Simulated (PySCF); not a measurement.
## How methods differ on the ionisation energy of Rh²⁸⁺

Rh²⁸⁺ [Ne] 3s2 3p5 (2P) → Rh²⁹⁺ [Ne] 3s2 3p4 (3P), as a difference of total energies. All numbers are calculated (PySCF 2.14, scalar relativity by spin-free X2C-1e, in an uncontracted even-tempered set (18 s from 3.6 bohr⁻², ratio 2.5; 12 p from 4.7 bohr⁻², ratio 2.5; 5 d from 23 bohr⁻², ratio 2.7; 4 f from 34 bohr⁻², ratio 2.7)). Correlated levels: outer shells: 1s2 frozen; virtual orbitals above 40 to 60 times the deepest correlated orbital energy dropped. The calculations carry no spin-orbit coupling.

| method | ionisation energy (eV) |
| --- | --- |
| UHF | 1617.5 |
| LDA | 1619.7 |
| PBE | 1619.8 |
| PBE0 | 1619.7 |
| r2SCAN | 1620.0 |
| M06-L | 1619.5 |
| PBEsol | 1619.4 |
| MP2 (outer shells) | 1618.5 |
| SCS-MP2 (outer shells) | 1618.5 |

Spin-orbit coupling is strong in these open shells (close to jj coupling). The scalar numbers leave it out and a first-order estimate fails, so it can dominate the gap to the real levels.

Breit and QED terms and the two-electron picture change are absent.

For comparison: 1604.9 ± 1.7 eV (semi-empirical (NIST evaluation); NIST Atomic Spectra Database, ionization energies).
